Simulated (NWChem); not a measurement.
CH$_{6}$AlN; SMILES [CH3][AlH][NH2]

```xyz
9

Al    -0.4784     0.0676     0.1454
H     -2.0179     0.2316     0.5151
C      0.4126    -1.6676     0.0082
H      0.3454    -2.2217     0.9600
H      1.4791    -1.5878    -0.2563
H     -0.0736    -2.3012    -0.7532
N      0.4204     1.5715    -0.1454
H      1.4026     1.6375    -0.3892
H      0.0198     2.5017    -0.0908
```
Atoms are numbered in this order, from 1.

All runs use the structure optimised with PBE0/def2-SVP.

 Unshifted, non-relativistic core excitations; the lowest 4 roots alone, so stronger bands may lie above.

Q: List the first Al K-edge excitations from PBE0/6-311G** (spherical d), restricted-window TDA (NWChem).

A: 
| state | energy (eV) | dipole oscillator strength | leading excitation (squared amplitude) |
|---|---|---|---|
| S1 | 1524.4 | 0.0052 | 1s of atom 1 or its equivalents → LUMO (0.95) |
| S2 | 1525.9 | 0.0001 | 1s of atom 1 or its equivalents → LUMO+1 (0.88) |
| S3 | 1526.4 | 0.0008 | 1s of atom 1 or its equivalents → LUMO+2 (0.88) |
| S4 | 1527.7 | 0.0005 | 1s of atom 1 or its equivalents → LUMO+3 (0.97) |
